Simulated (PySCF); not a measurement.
## Carbon: a sound run and one with changed settings

Sound run: C⁺ [He] 2s2 2p1, C²⁺ [He] 2s2. Calculation: PySCF 2.14, in x2c-SVPall; scalar relativity by spin-free X2C-1e. The sound run starts from symmetry-adapted Hartree-Fock orbitals and uses a fine grid where one is needed.

Changed run: 6 angular points. This setting is unsound on purpose.

| species | method | sound run (hartree) | changed run (hartree) | converged |
| --- | --- | --- | --- | --- |
| C⁺ | UHF | -37.25916 | -37.25916 | yes |
| C⁺ | M06-2X | -37.39282 | -37.38796 | yes |
| C⁺ | B3LYP | -37.40326 | -37.42727 | yes |
| C²⁺ | UHF | -36.36599 | -36.36599 | yes |
| C²⁺ | M06-2X | -36.48687 | -36.48687 | yes |
| C²⁺ | B3LYP | -36.47765 | -36.47765 | yes |

Ionisation energy of C⁺:

```tsv
method	sound run (eV)	changed run (eV)
UHF	24.304	24.304
M06-2X	24.652	24.520
B3LYP	25.187	25.840
```

A coarse angular grid integrates products of high-l functions wrongly, so density functionals can shift, and the SCF can exploit the error; Hartree-Fock and MP2 need no grid.

For comparison, NIST gives 24.383 eV between the lowest levels.
